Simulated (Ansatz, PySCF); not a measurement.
Process, species as SMILES: N[Si](O)(O)O → [NH][Si](O)(O)O + H atom (the H-N bond at the site shown breaks; other sites are not compared here)
Each molecule is optimised on its own at B3LYP-D3(BJ)/def2-TZVP (Ansatz, a first-principles code), one conformer each, not searched for the lowest. Frequencies are from Ansatz or PySCF.

Wanted: bond dissociation energy (enthalpy at 298 K, with B3LYP-D3(BJ) rigid-rotor harmonic-oscillator terms), in kcal/mol. Correlated levels leave the core frozen unless marked. Open shells are spin-unrestricted. No spin-orbit coupling. Non-relativistic unless marked X2C. Basis-set limits of correlation are two-point, X^-3; Hartree-Fock from the larger set.

```json
[
 {"level": "revPBE-D3(BJ)/def2-TZVPD", "program": "Ansatz + dftd3", "bond dissociation energy (kcal/mol)": "105.8"},
 {"level": "r2SCAN-D3(BJ)/def2-TZVPD", "program": "Ansatz + dftd3", "bond dissociation energy (kcal/mol)": "106.8"},
 {"level": "BHLYP-D3(BJ)/def2-TZVPD", "program": "Ansatz + dftd3", "bond dissociation energy (kcal/mol)": "107.1"},
 {"level": "CAM-B3LYP/def2-TZVPD", "program": "Ansatz", "bond dissociation energy (kcal/mol)": "…"},
 {"level": "SCS-MP2/cc-pV(D+d)Z", "program": "Ansatz", "bond dissociation energy (kcal/mol)": "105.3"},
 {"level": "X2C-CCSD(T)/cc-pVTZ-DK", "program": "Ansatz", "bond dissociation energy (kcal/mol)": "…"},
 {"level": "CCSD(T)/CBS(cc-pV(T+d)Z,cc-pV(Q+d)Z)", "program": "Ansatz", "bond dissociation energy (kcal/mol)": "…"}
]
```

**Question.** Some entries are withheld; supply them.

**Answer.** 
- CAM-B3LYP/def2-TZVPD, bond dissociation energy (kcal/mol): 109.9
- X2C-CCSD(T)/cc-pVTZ-DK, bond dissociation energy (kcal/mol): 110.2
- CCSD(T)/CBS(cc-pV(T+d)Z,cc-pV(Q+d)Z), bond dissociation energy (kcal/mol): 112.9
